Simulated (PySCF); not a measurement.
# Broadened absorption spectrum of C4H6F3P

C4H6F3P.
Z-matrix (Å and degrees, GFN2-xTB geometry), rows numbered from 1:
```
F 
C   1  1.3426
F   2  1.3422  1  106.34
F   2  1.3422  1  106.33  3  -114.00
P   2  1.8977  1  116.31  3   123.02
C   5  1.8724  2   96.42  1   -38.36
C   6  1.5397  5   92.70  2    87.45
C   7  1.5397  6   97.22  5     9.04
H   6  1.0892  5  115.19  2   -33.08
H   6  1.0895  5  110.27  2  -156.69
H   7  1.0895  6  113.68  5   128.84
H   7  1.0885  6  111.95  5  -108.20
H   8  1.0892  5  115.18  2    33.09
H   8  1.0895  5  110.27  2   156.67
```

Computed, not measured: TDDFT B3LYP/def2-SVPD, vertical, gas phase, core orbitals frozen in the response (PySCF 2.14.0, density-fitted response routines).

Each state is given a Gaussian of 0.3 eV full width at half maximum, with ε(max) = 2.175×10⁸ f / Δν̃ (Δν̃ the width in cm⁻¹). The width is an assumption, not a result. The curve ends short of the highest state used, and states not computed would add to its high-energy end.

```json
{"E (eV)": "5.45", "ε (L mol⁻¹ cm⁻¹)": "7"}
{"E (eV)": "5.52", "ε (L mol⁻¹ cm⁻¹)": "44"}
{"E (eV)": "5.60", "ε (L mol⁻¹ cm⁻¹)": "233"}
{"E (eV)": "5.67", "ε (L mol⁻¹ cm⁻¹)": "730"}
{"E (eV)": "5.75", "ε (L mol⁻¹ cm⁻¹)": "1874"}
{"E (eV)": "5.82", "ε (L mol⁻¹ cm⁻¹)": "3148"}
{"E (eV)": "5.90", "ε (L mol⁻¹ cm⁻¹)": "4180"}
{"E (eV)": "5.97", "ε (L mol⁻¹ cm⁻¹)": "4418"}
{"E (eV)": "6.05", "ε (L mol⁻¹ cm⁻¹)": "4318"}
{"E (eV)": "6.12", "ε (L mol⁻¹ cm⁻¹)": "4073"}
{"E (eV)": "6.20", "ε (L mol⁻¹ cm⁻¹)": "3273"}
{"E (eV)": "6.27", "ε (L mol⁻¹ cm⁻¹)": "2133"}
{"E (eV)": "6.35", "ε (L mol⁻¹ cm⁻¹)": "936"}
{"E (eV)": "6.42", "ε (L mol⁻¹ cm⁻¹)": "336"}
{"E (eV)": "6.50", "ε (L mol⁻¹ cm⁻¹)": "98"}
{"E (eV)": "6.57", "ε (L mol⁻¹ cm⁻¹)": "148"}
{"E (eV)": "6.65", "ε (L mol⁻¹ cm⁻¹)": "596"}
{"E (eV)": "6.72", "ε (L mol⁻¹ cm⁻¹)": "1576"}
{"E (eV)": "6.79", "ε (L mol⁻¹ cm⁻¹)": "3088"}
{"E (eV)": "6.87", "ε (L mol⁻¹ cm⁻¹)": "4607"}
{"E (eV)": "6.94", "ε (L mol⁻¹ cm⁻¹)": "4751"}
{"E (eV)": "7.02", "ε (L mol⁻¹ cm⁻¹)": "3470"}
{"E (eV)": "7.09", "ε (L mol⁻¹ cm⁻¹)": "2072"}
{"E (eV)": "7.17", "ε (L mol⁻¹ cm⁻¹)": "1196"}
```

Q: Where are the band maxima, and which computed states make them?

A: 208 nm (5.97 eV), ε about 4400, made up of S1 (70%) and S2 (30%); 179 nm (6.91 eV), ε about 4900, made up of S3 (100%) (ε in L mol⁻¹ cm⁻¹; maxima over ε = 5, shares over 10%). The states used: S1 5.90 eV (f 0.041); S2 6.15 eV (f 0.037); S3 6.91 eV (f 0.054); S4 7.20 eV (f 0.0024); S5 7.37 eV (f 0.014); S6 7.49 eV (f 0.0000); S7 7.67 eV (f 0.028); S8 7.77 eV (f 0.071).

Q: Coming from long wavelengths, where does ε first pass 100 L mol⁻¹ cm⁻¹?

A: At about 223 nm (5.56 eV), 0.34 eV below S1.

Q: Does any computed singlet lie in the visible range?

A: No computed singlet lies in the visible range (380 to 750 nm); the lowest, at 210 nm, stands 2.64 eV above its violet end (3.26 eV).

Q: On this curve, what absorbance would a 10⁻³ mol/L sample give at 222 nm over a 1 cm path?

A: 222 nm is 5.585 eV, where ε is about 180 L mol⁻¹ cm⁻¹, so A = ε c l ≈ 0.18 (Beer–Lambert, with the gas-phase spectrum and the assumed width).

One conformer stands for the species.
